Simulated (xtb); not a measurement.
C₅H₉N, SMILES C=C(C)/N=C/C. All values are semi-empirical tight-binding results from xtb (GFN2-xTB unless named), good for trends rather than for accurate numbers. The structure is a stationary point at GFN2-xTB. The structure was generated by enumeration; whether it is a known compound was not checked. One conformer was computed; it need not be the lowest.

Optimised geometry:

Bonds (Å): C1–C2 1.331, C1–H7 1.075, C1–H8 1.077, C2–C3 1.500, C2–N4 1.385, C3–H9 1.090, C3–H10 1.088, C3–H11 1.086, N4–C5 1.257, C5–C6 1.486, C5–H12 1.100, C6–H13 1.089, C6–H14 1.086, C6–H15 1.090. Bond angles (°): C2–C1–H7 121.6, C2–C1–H8 121.5, H7–C1–H8 116.9, C1–C2–C3 123.7, C1–C2–N4 122.7, C3–C2–N4 113.3, C2–C3–H9 110.0, C2–C3–H10 109.5, C2–C3–H11 110.8, H9–C3–H10 107.8, H9–C3–H11 109.1, H10–C3–H11 109.5, C2–N4–C5 124.0, N4–C5–C6 121.2, N4–C5–H12 122.7, C6–C5–H12 116.0, C5–C6–H13 110.0, C5–C6–H14 110.2, C5–C6–H15 109.6, H13–C6–H14 109.7, H13–C6–H15 107.7, H14–C6–H15 109.5.
Charge 0, spin multiplicity 1.

Computed properties:
| Quantity | Value |
|---|---|
| orbital gap | 3.23 eV |
| dipole moment | 1.35 D |
| zero-point energy | 79.1 kcal/mol |
| G − E(el) at 298.15 K (modified RRHO) | 59.4 kcal/mol |
| static polarisability (D4 model) | 69.0 bohr³ |
| solvation energy, GFN2-xTB/ALPB(water) | -2.3 kcal/mol |
| solvation energy, GFN2-xTB/ALPB(ch2cl2) | -6.0 kcal/mol |

Task: Give the IR lines (harmonic; lines under 4 % of the strongest left out, lines within 3 cm⁻¹ merged). (An estimate is asked for; the answer gives what the named calculation found.)

Result: ν (cm⁻¹): 107 (w), 438 (w), 498 (w), 703 (w), 837 (m), 856 (m), 883 (w), 948 (w), 1008 (w), 1026 (w), 1029 (w), 1044 (w), 1136 (m), 1265 (m), 1328 (w), 1385 (m), 1391 (w), 1409 (w), 1460 (m), 1467 (w), 1480 (w), 1675 (s), 1746 (vs), 2831 (vs), 3004 (m), 3017 (m), 3029 (w), 3053 (m), 3062 (m), 3108 (m), 3138 (m) (against the strongest line: vs over 80 %, s over 45 %, m over 15 %, w over 4 %, vw less)

Computed atomic charges and the Wiberg bond orders between heavy atoms:
charges (e) C1 -0.12, C2 0.08, C3 -0.11, N4 -0.21, C5 0.09, C6 -0.12, H7 0.03, H8 0.03, H9 0.05, H10 0.06, H11 0.04, H12 0.00, H13 0.06, H14 0.07, H15 0.06. Bond orders C1–C2 1.82, C2–C3 1.01, C2–N4 1.11, N4–C5 1.86, C5–C6 1.04.
